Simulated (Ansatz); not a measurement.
Basis-set extrapolation for CH$_{5}$Cl$_{2}$NSi (`C[Si](N)(Cl)Cl`) (PBE0-D4/def2-TZVP geometry, frozen core, Ansatz 0.2.0). Multiplicity 1, RHF reference.

|  | def2-TZVPP | def2-QZVPP |
| --- | --- | --- |
| HF | -1303.406457 | -1303.445808 |
| MP2 correlation | -0.887403 | -0.963922 |
| CCSD(T) correlation | -0.981276 | not run |

Energies in hartree. Use E(X) = E(∞) + A·exp(−7.88·√X) for Hartree–Fock and E(X) = E(∞) + B·X^(−2.97) for correlation, with X = 3 and 4, and add CCSD(T) minus MP2 of the smaller set to the MP2 limit.

**Question.** What is the CCSD(T) energy at the basis-set limit?

**Answer.** HF limit: -1303.445808 + (-0.039351) × 0.13774 = -1303.45123. MP2 limit: -0.963922 + (-0.076519) × 0.74074 = -1.02060. Higher-order term: -0.981276 − (-0.887403) = -0.09387. Total: -1304.56570 hartree, 4.84 eV below CCSD(T)/def2-TZVPP.
